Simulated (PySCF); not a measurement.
**Frontier levels across methods**

C6H6ClN.
Z-matrix (Å and degrees, PBE0-D3(BJ)/def2-SVP geometry), rows numbered from 1:
```
N 
C   1  1.3704
C   2  1.4066  1  121.84
C   3  1.3893  2  121.42  1   177.78
C   4  1.3947  3  120.70  2     0.06
C   5  1.3926  4  119.05  3     0.12
C   6  1.3899  5  120.10  4    -0.09
Cl  7  1.7424  2  118.43  1     2.63
H   1  1.0100  2  117.27  3    21.65
H   1  1.0120  2  116.40  3   164.42
H   3  1.0934  2  118.52  1    -1.83
H   4  1.0926  3  119.20  2  -179.94
H   5  1.0914  4  120.88  3  -179.97
H   6  1.0915  5  121.17  4   179.71
```

Basis pcSseg-1 throughout (PySCF), one geometry. Isolated species at its PBE0-D3(BJ)/def2-SVP geometry, gas phase.

Task: How do the orbital energies, the gap and the dipole change with the method?

Result: 
```tsv
method	kind	HOMO (eV)	LUMO (eV)	gap (eV)	μ (D)	SCF cycles
B97-D	GGA	-5.01	-1.09	3.92	1.93	15
KT3	GGA	-5.08	-1.12	3.95	1.89	15
BP86	GGA	-5.17	-1.30	3.87	1.94	15
B97-2	global hybrid	-5.87	-0.38	5.49	1.93	14
B3LYP	global hybrid	-5.88	-0.51	5.37	1.91	14
PBE0	global hybrid	-6.10	-0.35	5.76	1.94	14
BHandHLYP	global hybrid	-6.96	0.67	7.63	1.94	12
CAM-B3LYP	range-separated hybrid	-7.28	0.75	8.03	1.92	13
HF	Hartree–Fock	-8.18	3.18	11.36	2.02	12
LC-wPBE	range-separated hybrid	-8.55	1.71	10.26	1.94	15
```

The HOMO spans 3.54 eV, from B97-D down to LC-wPBE, and the gap runs from 3.87 eV (BP86) to 11.36 eV (HF). Over the methods B97-D (0 %), KT3 (0 %), BP86 (0 %), B97-2 (21 %), B3LYP (20 %), PBE0 (25 %), BHandHLYP (50 %), HF (100 %), a straight line through the gap against the share of exact exchange rises by 0.74 eV for each 10 % (correlation coefficient 1.000). The dipole ranges from 1.89 D (KT3) to 2.02 D (HF). This basis has no diffuse functions.

The vertical ΔSCF ionisation energy at CAM-B3LYP/def2-SVPD is 8.01 eV; −ε(HOMO) comes closest to it with HF (8.18 eV).
